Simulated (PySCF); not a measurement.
# Relaxation of quintet OsF₄

Method: UPBE0/[Os def2-SVP with ECP60, F def2-SVP], scalar-relativistic core potentials, density fitting, no spin–orbit coupling, PySCF. A (50,194) grid was used.

A hand-made square planar start, of D4h symmetry, held to at least that symmetry:

```xyz
5
charge 0 multiplicity 5, angstrom
Os    0.0000    0.0000    0.0000
F     1.9300    0.0000    0.0000
F     0.0000    1.9300    0.0000
F    -1.9300    0.0000    0.0000
F     0.0000   -1.9300    0.0000
```

Optimiser trace:
```tsv
step	E − E(last) (kJ/mol)	largest gradient (Eh/bohr)
0	27.08	0.03873
1	2.08	0.01269
2	0.08	0.00229
3	0.00	0.00011
4	0.00	0.00000
```

It ends at D4h with Os–F 1.864 Å (×4); F–Os–F 90.0° (×4), F–Os–F 180.0° (×2) (after a last refinement on a finer grid). A frequency run shows a minimum. Other isomers or separated fragments may lie lower.

Final geometry:
Z-matrix (Å, degrees; charge 0 multiplicity 5):
```
Os
F  1 1.8645
F  1 1.8645 2 90.00
F  1 1.8645 3 90.00 2 180.00
F  1 1.8645 2 90.00 3 180.00
```

With open d or f shells other occupations or spin states may lie lower. No spin–orbit coupling is included, which matters more the heavier the element.

The relaxation took of the order of 40 core-seconds on a shared host.
